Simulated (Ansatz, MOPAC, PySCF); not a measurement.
Pair of molecules: SiH4 (SMILES [SiH4]) (first 5 atoms) with H2Se (SMILES [SeH2]); geometry from B3LYP-D3(BJ)/def2-TZVP, rigid monomers moved along the line of their centres of mass till Si1···Se6 is 5.44 Å.
(charge 0, multiplicity 1):
```xyz
8

Si     0.19509    -0.00971     0.03557
H     -0.61412    -1.17604     0.45011
H     -0.44402     1.23783     0.51023
H      0.27287     0.02524    -1.44510
H      1.56163    -0.11595     0.59033
Se    -0.22917     0.05028     5.46354
H      0.19020     1.45226     5.32124
H     -1.62330     0.40214     5.15700
```

Monomers are frozen at their geometry in the pair; levels with a basis set take the counterpoise correction. Rows marked so take none.

Frozen-core correlation. Filled d and f shells under p-block atoms count as core. CBS(a, b) extrapolates the correlation energy as X⁻³ and adds the Hartree–Fock energy of set b. Rows in 6-31G*, LANL2DZ, STO-3G carry no dispersion term and start afresh at each structure (6-31G* with six Cartesian d functions); the Pople sets are all-electron and without relativity. MP2/6-31G* freezes PySCF's default core, which leaves 3d correlated. LANL2DZ brings its own core potentials from Na on. The state reached by AM1 isn't checked.

Run with Ansatz (an electronic-structure program); MOPAC for AM1 (differences of heats of formation); PySCF for 6-31G* rows, LANL2DZ rows, STO-3G rows, the dispersion terms. Each number belongs to the level named beside it.

Other levels give for the interaction energy: PBE/def2-TZVPPD -0.20; B3LYP/def2-TZVPPD 0.01; B3LYP-D3(BJ)/def2-TZVPPD -0.33; wB97M-V/def2-TZVPPD -0.33; CCSD(T)/CBS(def2-SVPD, def2-TZVPPD) -0.31 kcal/mol.

Common cheap choices:

| level | interaction energy (kcal/mol) | less -0.31 (CCSD(T)/CBS(def2-SVPD, def2-TZVPPD)) |
|---|---|---|
| AM1 | -0.03 | 0.27 |
| HF/STO-3G (no counterpoise) | -0.04 | 0.26 |
| HF/6-31G* (no counterpoise) | -0.14 | 0.17 |
| BP86/6-31G* (no counterpoise) | 0.03 | 0.34 |
| B3LYP/6-31G* | -0.01 | 0.29 |
| B3LYP/6-31G* (no counterpoise) | -0.08 | 0.23 |
| B3LYP/LANL2DZ (no counterpoise) | -0.10 | 0.21 |
| MP2/6-31G* | -0.19 | 0.12 |
